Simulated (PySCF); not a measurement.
## Stretching GeC

Set-up: Ge aug-cc-pVDZ-PP with ECP10, C aug-cc-pVDZ; scalar-relativistic core potentials (PySCF 2.14). Energies in eV from Ge + C in their ground configurations at the same level. All curves are PBE0. state 1: ³Π (triplet), unpaired electrons σ ↑, π ↑; state 2: ³Σ⁻ (triplet), unpaired electrons π ↑↑, a second solution, started from another occupation; state 3: Ms = 0 determinant of mixed spin (⟨S²⟩ near 1.0), unpaired electrons σ ↑, π ↓, a second solution, started from another occupation; state 4: Ms = 0 determinant of mixed spin (⟨S²⟩ near 1.0), unpaired electrons π ↑↓, a mixture of terms (⟨Lz²⟩ = 2.0), a second solution, started from another occupation.

| R (Å) | state 1 | state 2 | state 3 | state 4 |
| --- | --- | --- | --- | --- |
| 1.555 | -2.513 | -1.452 | -2.216 | -1.124 |
| 1.627 | -3.190 | -2.400 | -2.892 | -2.084 |
| 1.700 | -3.561 | -3.004 | -3.261 | -2.700 |
| 1.754 | -3.691 | -3.288 | -3.389 | -2.992 |
| 1.808 | -3.725 | -3.458 | -3.419 | -3.169 |
| 1.862 | -3.688 | -3.538 | -3.374 | -3.257 |
| 1.935 | -3.562 | -3.538 | -3.229 | -3.266 |
| 2.025 | -3.332 | -3.412 | -2.961 | -3.150 |
| 2.133 | -3.009 | -3.141 | -2.598 | -2.890 |
| 2.278 | -2.559 | -2.665 | -2.117 | -2.425 |

Task: Put a parabola through the three lowest points of the state 1 curve and estimate Re, k and ωe (reduced mass 10.32 u; 1 eV/Å² = 0.16022 mdyn/Å; ωe = 1302.8·√(k/μ) cm⁻¹).

Result: Through R = 1.754, 1.808, 1.862 Å the second-order coefficient is 12.2 eV/Å², so Re ≈ 1.807 Å, k ≈ 3.90 mdyn/Å and ωe ≈ 801 cm⁻¹. A polynomial fit of higher order to the unrounded PBE0 energies gives Re = 1.804 Å, k = 3.94 mdyn/Å, ωe = 805 cm⁻¹; anharmonicity and rounding make the difference.

The higher-order fit for each curve: state 1: Re = 1.804 Å, ωe = 805 cm⁻¹, De = 3.73 eV; state 2: Re = 1.897 Å, ωe = 735 cm⁻¹, minimum 3.55 eV below the ground-state fragments; state 3: Re = 1.800 Å, ωe = 834 cm⁻¹, minimum 3.42 eV below the ground-state fragments; state 4: Re = 1.903 Å, ωe = 728 cm⁻¹, minimum 3.28 eV below the ground-state fragments.

⟨S²⟩ of the unrestricted solution departs from its pure value on part of the curve, where spin states mix. Spin–orbit coupling is left out. The state was picked by a PBE0 search and need not be the measured ground state.
